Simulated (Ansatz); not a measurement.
Cost and result for the atomization energy of `C[Si](C)(C)[N]([SiH3])[GeH3]` (22 atoms, 21 bonds).

```xyz
22

C    -0.914   -1.170    1.665
Si   -0.635    0.125    0.343
C    -2.033    0.056   -0.899
C    -0.586    1.820    1.134
N     0.885   -0.214   -0.445
Si    1.894   -1.542   -0.012
Ge    1.482    0.878   -1.815
H    -1.864   -0.973    2.170
H    -0.967   -2.178    1.248
H    -0.129   -1.157    2.426
H    -1.906    0.798   -1.692
H    -2.087   -0.930   -1.367
H    -2.993    0.254   -0.415
H     0.218    1.880    1.873
H    -0.420    2.607    0.393
H    -1.529    2.040    1.642
H     2.358   -1.475    1.402
H     1.222   -2.859   -0.196
H     3.094   -1.508   -0.895
H     2.834    1.507   -1.431
H     1.645    0.056   -3.106
H     0.431    1.981   -2.024
```

Charge 0, multiplicity 1. Correlated methods include outer-core shells of Ge, which these sets cover unevenly. Scalar relativity is left out up to krypton. All single points use the PBE0-D4/def2-TZVP geometry. It is one conformer, not always the lowest. Program: Ansatz. All runs use 4 threads of an AMD EPYC 7R13 on a shared host and a share of an NVIDIA H100 80 GB. Times are those of one run each, without the atoms' runs, and a repeat can differ threefold. Electronic energies, without spin–orbit coupling; frozen cores. CCSD(T)/CBS adds CCSD(T) − MP2 in def2-TZVPP to the MP2 limit, and its time is that of the two runs behind it. T1 = 0.011. With those shells the extrapolation isn't a true limit. B3LYP takes the VWN-RPA correlation (the form of Gaussian; ORCA's B3LYP/G). HSE06 is the plane-wave form, built on full-range PBE exchange.

CCSD(T)/CBS is a level of theory with its own doubt, some kJ/mol a heavy atom from the limit and from the frozen cores, so smaller differences don't rank the functionals.

```
                            level  functions  wall time
               BLYP-D4/def2-TZVPP        466      2.5 s
           LDA (SPW92)/def2-TZVPP        466      2.7 s
            r2SCANh-D4/def2-TZVPP        466      2.8 s
B3LYP-D4/def2-TZVPP (with forces)        466      3.2 s
              HSE06-D4/def2-TZVPP        466      3.4 s
               ωB97X-V/def2-TZVPP        466      3.7 s
                 CCSD(T)/def2-SVP        199      3.9 s
  PBE-D4/def2-TZVPP (with forces)        466      4.2 s
              PBE-QIDH/def2-TZVPP        466      4.3 s
                B97M-V/def2-TZVPP        466        6 s
                   MP2/def2-QZVPP        907        9 s
               CCSD(T)/def2-TZVPP        466       34 s
                CCSD(T)/CBS(def2)          –       43 s
```

Question: What atomization energy does each give, and how far from CCSD(T)/CBS? (An estimate is asked.)

Answer: Computed: 
```json
{"level": "BLYP-D4/def2-TZVPP", "atomization (kcal/mol)": "1828.1", "difference from CCSD(T)/CBS": "-20.3", "per bond": "-1.0"}
{"level": "LDA (SPW92)/def2-TZVPP", "atomization (kcal/mol)": "2060.2", "difference from CCSD(T)/CBS": "211.8", "per bond": "10.1"}
{"level": "r2SCANh-D4/def2-TZVPP", "atomization (kcal/mol)": "1838.7", "difference from CCSD(T)/CBS": "-9.7", "per bond": "-0.5"}
{"level": "B3LYP-D4/def2-TZVPP (with forces)", "atomization (kcal/mol)": "1845.0", "difference from CCSD(T)/CBS": "-3.4", "per bond": "-0.2"}
{"level": "HSE06-D4/def2-TZVPP", "atomization (kcal/mol)": "1838.2", "difference from CCSD(T)/CBS": "-10.2", "per bond": "-0.5"}
{"level": "ωB97X-V/def2-TZVPP", "atomization (kcal/mol)": "1854.6", "difference from CCSD(T)/CBS": "6.2", "per bond": "0.3"}
{"level": "CCSD(T)/def2-SVP", "atomization (kcal/mol)": "1740.8", "difference from CCSD(T)/CBS": "-107.6", "per bond": "-5.1"}
{"level": "PBE-D4/def2-TZVPP (with forces)", "atomization (kcal/mol)": "1848.6", "difference from CCSD(T)/CBS": "0.2", "per bond": "0.0"}
{"level": "PBE-QIDH/def2-TZVPP", "atomization (kcal/mol)": "1831.7", "difference from CCSD(T)/CBS": "-16.7", "per bond": "-0.8"}
{"level": "B97M-V/def2-TZVPP", "atomization (kcal/mol)": "1853.7", "difference from CCSD(T)/CBS": "5.3", "per bond": "0.3"}
{"level": "MP2/def2-QZVPP", "atomization (kcal/mol)": "1835.3", "difference from CCSD(T)/CBS": "-13.1", "per bond": "-0.6"}
{"level": "CCSD(T)/def2-TZVPP", "atomization (kcal/mol)": "1807.0", "difference from CCSD(T)/CBS": "-41.4", "per bond": "-2.0"}
{"level": "CCSD(T)/CBS(def2)", "atomization (kcal/mol)": "1848.4", "difference from CCSD(T)/CBS": "0.0", "per bond": "0.0"}
```

From PBE to PBE0 (25 % exact exchange), in def2-TZVPP and without D4, the atomization energy moves by −8.9 kcal/mol: exact exchange takes away binding that semilocal exchange gives to molecules. In def2-TZVPP, CCSD(T) changes the Hartree–Fock value by +422.4 kcal/mol (the triples alone add +20.3 kcal/mol) and MP2 by +426.1 kcal/mol; breaking electron pairs costs correlation energy, which Hartree–Fock lacks. At CCSD(T), def2-SVP lies −107.6 kcal/mol from the extrapolated value and def2-TZVPP −41.5 kcal/mol: correlation converges slowly with the basis, and small sets miss more of it in the bonded molecule than in its fragments.

For some Ge, Se and Sn compounds the MP2-based and the directly extrapolated limit differ by 10 to 25 kJ/mol.
